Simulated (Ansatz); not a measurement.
B₂Cl₄, charge -1, doublet, geometry from GFN2-xTB (a state made from the parent by changing its charge; the spin is typed, not shown lowest) (a gas-phase anion, which may not be bound at this level); Ansatz (a quantum-chemistry and plane-wave program) with MP2/cc-pVDZ.

Here is a job for Ansatz.
Ansatz 0.2 input:
```yaml
crystal:
  periodic: [false, false, false]
  atoms:
    - {symbol: Cl, position_ang: [-1.64291971, -1.65347614, -0.11748101]}
    - {symbol: B, position_ang: [-0.77888530, -0.07509813, -0.06334697]}
    - {symbol: Cl, position_ang: [-1.92412213, 1.30955110, -0.17262753]}
    - {symbol: B, position_ang: [0.77888530, 0.07509813, 0.06334697]}
    - {symbol: Cl, position_ang: [1.92412213, -1.30955110, 0.17262753]}
    - {symbol: Cl, position_ang: [1.64291971, 1.65347614, 0.11748101]}
basis:
  gaussian:
    orbitals: cc-pVDZ
total_charge: -1
magnetization: {spin_polarized: true, initial_magnetization: 1}
correlation: {method: mp2, electrons: outside_noble_gas}
accuracy: high
```

Output, abridged:

```
Functional definition: HF
2276 factors; integrals over basis functions are off by at most 3.6e-9 eV
mean field evaluation 1: about -51362.0534 eV, gradient 1.5e1 eV
mean field evaluation 2: about -51362.1813 eV, gradient 1.5e1 eV
mean field evaluation 4: about -51363.9125 eV, gradient 2.1e0 eV
mean field evaluation 8: about -51363.9656 eV, gradient 1.6e-1 eV
mean field evaluation 16: about -51363.9661 eV, gradient 3.6e-8 eV
mean field -51363.96609197 eV, -1887.5909381333 hartree, gradient 3.6e-8 eV, S^2 0.756912; 0 other end points of the search recorded, 0 dependent functions left out
22 core orbitals not correlated
reference -51363.96609197 eV, -1887.5909381333 hartree; 18, 17 occupied and 60, 61 virtual orbitals, 2276 factors
second order -18.96732605 eV of doubles, -0.00000000 eV of singles
Total energy: -51382.93341802 eV, -1888.2879745091 hartree
```
